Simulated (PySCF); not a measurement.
**Excitation energies in several basis sets**

Compound: CH₇AlFN.
SMILES with atom numbers: `[CH3:1][Al@H-:2]([NH3+:3])[F:4]` (hydrogens: H5, H6, H7 on C1; H8 on Al2; H9, H10, H11 on N3)

TDDFT with PBE0 (PySCF), vertical singlets, core orbitals frozen in the response, spherical d and f functions. Isolated species at its PBE0-D3(BJ)/def2-SVP geometry, gas phase.

```tsv
basis	functions	diffuse	S1 (eV)	S2 (eV)	S3 (eV)	S4 (eV)	S5 (eV)	LUMO (eV)	α (au)
6-31G*	74	no	6.45	7.54	7.76	7.91	8.71	0.61	40.0
6-31+G*	90	yes	5.64	6.70	6.97	6.99	7.36	-0.67	46.6
def2-SVP	95	no	6.42	7.58	7.71	8.02	8.52	0.34	40.9
def2-SVPD	143	yes	5.88	6.98	7.16	7.28	7.80	-0.46	51.5
aug-cc-pVDZ	159	yes	5.48	6.51	6.67	6.79	6.95	-0.92	52.7
def2-TZVP	172	no	6.03	7.20	7.32	7.45	8.01	-0.19	48.2
def2-TZVPD	220	yes	5.66	6.74	6.95	7.00	7.41	-0.67	52.5
```

Compare the sets with the largest diffuse one.

States are compared by their number. Against the largest diffuse basis here (def2-TZVPD, itself not a converged limit), sets without diffuse functions differ by up to 0.79 eV in S1 and 1.31 eV in S5; the smaller diffuse sets differ by up to 0.22 and 0.45 eV. State by state, the largest deviation of a set without diffuse functions is S1 0.79, S2 0.85, S3 0.81, S4 1.02, S5 1.31 eV. The same number needn't mean the same state in each row. Against def2-TZVPD the polarisability deviates by -24% in 6-31G*, -11% in 6-31+G*, -22% in def2-SVP, -2% in def2-SVPD, 0% in aug-cc-pVDZ, -8% in def2-TZVP. A single + in a Pople set puts diffuse functions on heavy atoms only.

Without π bonds the low states are Rydberg-like; a valence basis with one diffuse set may place them up to an eV too high.
